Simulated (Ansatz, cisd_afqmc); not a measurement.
Species: Br, charge 0, doublet.

Total energies in cc-pVQZ, 7 correlated electrons, 14 frozen orbitals. Radicals and triplets start from unrestricted determinants; spin-orbit coupling is neglected. Cores are frozen in correlated methods (noble-gas shells, and filled d and f shells in the p block). No relativity. The Monte Carlo rows (phaseless AFQMC, CISD trial, step 0.005/hartree) carry one-sigma bars that omit the constraint's bias. Outlying blocks are dropped, and bars are widened where a walk drifts. Over all cases where full CI ran beside it in this data, AFQMC minus full CI had a median of +0.1 mEh and passed +0.4 mEh in a tenth of the cases. Spin-orbit terms, left out, reach several kcal/mol for Br and I, and more for heavier atoms.

```
method         program          energy (Eh)  minus CCSDT(Q) (mEh)
----------  ----------  -------------------  --------------------
HF              Ansatz          -2572.44802                174.71
MP2             Ansatz          -2572.59712                 25.61
CCSD            Ansatz          -2572.61618                  6.55
CCSD(T)         Ansatz          -2572.62195                  0.78
CCSDT(Q)        Ansatz          -2572.62273                  0.00
AFQMC/CISD  cisd_afqmc  -2572.6223 ± 0.0001             0.4 ± 0.1
```

Ansatz is an electronic-structure program.
